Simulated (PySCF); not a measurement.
AlClF2 (SMILES [F][Al]([F])[Cl]), singlet, geometry from GFN2-xTB (such geometries of metal compounds can be far from the true shape); DF-PBE0/pcseg-3 in PySCF.

Input for PySCF:
```python
from pyscf import gto, scf, dft

mol = gto.M(
    atom='''
Al   -0.28553981    0.17607883   -0.15733185
F    -1.76738816   -0.50280871   -0.36624156
F    -0.20323799    1.71800017   -0.71956939
Cl    1.26162664   -0.77798517    0.69515369
''',
    basis='pcseg-3',
    verbose=4,
    max_memory=1800,
)

mf = dft.RKS(mol)
mf.xc = 'pbe0'
mf = mf.density_fit(auxbasis='def2-universal-jkfit')
mf.kernel()
```

The log (banner, timings and long lists left out):

```
PySCF version 2.14.0

[INPUT] verbose = 4
[INPUT] num. atoms = 4
[INPUT] num. electrons = 48
[INPUT] charge = 0
[INPUT] spin (= nelec alpha-beta = 2S) = 0
[INPUT] symmetry False subgroup None
[INPUT] Mole.unit = angstrom
[INPUT] Symbol           X                Y                Z      unit          X                Y                Z       unit  Magmom
[INPUT]  1 Al    -0.285539810000   0.176078830000  -0.157331850000 AA   -0.539592038560   0.332740765034  -0.297314107171 Bohr   0.0
[INPUT]  2 F     -1.767388160000  -0.502808710000  -0.366241560000 AA   -3.339879578199  -0.950170754946  -0.692096243833 Bohr   0.0
[INPUT]  3 F     -0.203237990000   1.718000170000  -0.719569390000 AA   -0.384064139207   3.246549803256  -1.359789074720 Bohr   0.0
[INPUT]  4 Cl     1.261626640000  -0.777985170000   0.695153690000 AA    2.384128821055  -1.470178900273   1.313650088581 Bohr   0.0

nuclear repulsion = 199.519197403239
number of shells = 20
number of NR pGTOs = 382
number of NR cGTOs = 248
basis = pcseg-3
ecp = {}

******** <class 'pyscf.df.df_jk.DFRKS'> ********
method = DFRKS
initial guess = minao
damping factor = 0
level_shift factor = 0
DIIS = <class 'pyscf.scf.diis.CDIIS'>
diis_start_cycle = 1
diis_space = 8
diis_damp = 0
SCF conv_tol = 1e-09
SCF conv_tol_grad = None
SCF max_cycles = 50
direct_scf = False
XC library pyscf.dft.libxc version 7.1.2
    S. Lehtola, C. Steigemann, M. J. T. Oliveira, and M. A. L. Marques,  SoftwareX 7, 1–5 (2018)
XC functionals = pbe0
    C. Adamo and V. Barone,  J. Chem. Phys. 110, 6158 (1999)
    M. Ernzerhof and G. E. Scuseria,  J. Chem. Phys. 110, 5029 (1999)
radial grids:
    Treutler-Ahlrichs [JCP 102, 346 (1995); DOI:10.1063/1.469408] (M4) radial grids

becke partition: Becke, JCP 88, 2547 (1988); DOI:10.1063/1.454033
pruning grids: <function nwchem_prune>
grids dens level: 3
symmetrized grids: False
atomic radii adjust function: <function treutler_atomic_radii_adjust>
small_rho_cutoff = 0
Set gradient conv threshold to 3.16228e-05
Initial guess from minao.
tot grids = 66584
******** <class 'pyscf.df.df.DF'> ********
auxbasis = def2-universal-jkfit
init E= -902.337011433163
  HOMO = -0.403536564522876  LUMO = -0.0985450965422672  gap/eV = 8.29924
cycle= 1 E= -902.112957288031  delta_E= 0.224  |g|= 0.848  |ddm|= 1.75
  HOMO = -0.284261893572655  LUMO = -0.0469712079280504  gap/eV = 6.45701
cycle= 2 E= -901.916924885904  delta_E= 0.196  |g|= 1.45  |ddm|= 0.843
  HOMO = -0.366002805700986  LUMO = -0.0532904437499122  gap/eV = 8.50934
cycle= 3 E= -902.229351186038  delta_E= -0.312  |g|= 0.0586  |ddm|= 0.502
  HOMO = -0.38250804143135  LUMO = -0.0522127757633156  gap/eV = 8.98779
cycle= 4 E= -902.229945248908  delta_E= -0.000594  |g|= 0.0319  |ddm|= 0.0642
  HOMO = -0.377364127787871  LUMO = -0.0521026806815904  gap/eV = 8.85081
cycle= 5 E= -902.230147744758  delta_E= -0.000202  |g|= 0.00513  |ddm|= 0.0219
  HOMO = -0.377180910372085  LUMO = -0.0517791790397688  gap/eV = 8.85463
cycle= 6 E= -902.230151801775  delta_E= -4.06e-06  |g|= 0.00157  |ddm|= 0.00337
  HOMO = -0.377149116688755  LUMO = -0.0518747910878243  gap/eV = 8.85117
cycle= 7 E= -902.230152322889  delta_E= -5.21e-07  |g|= 0.0002  |ddm|= 0.000927
  HOMO = -0.377123211899724  LUMO = -0.0518531292919258  gap/eV = 8.85105
cycle= 8 E= -902.230152329567  delta_E= -6.68e-09  |g|= 5.13e-05  |ddm|= 0.00015
  HOMO = -0.377132258102734  LUMO = -0.0518550195990685  gap/eV = 8.85124
cycle= 9 E= -902.230152330038  delta_E= -4.71e-10  |g|= 7.54e-06  |ddm|= 3.12e-05
  HOMO = -0.377130977213183  LUMO = -0.0518545453537149  gap/eV = 8.85122
Extra cycle  E= -902.230152330031  delta_E= 7.05e-12  |g|= 1.06e-05  |ddm|= 7.49e-06
converged SCF energy = -902.230152330031
```
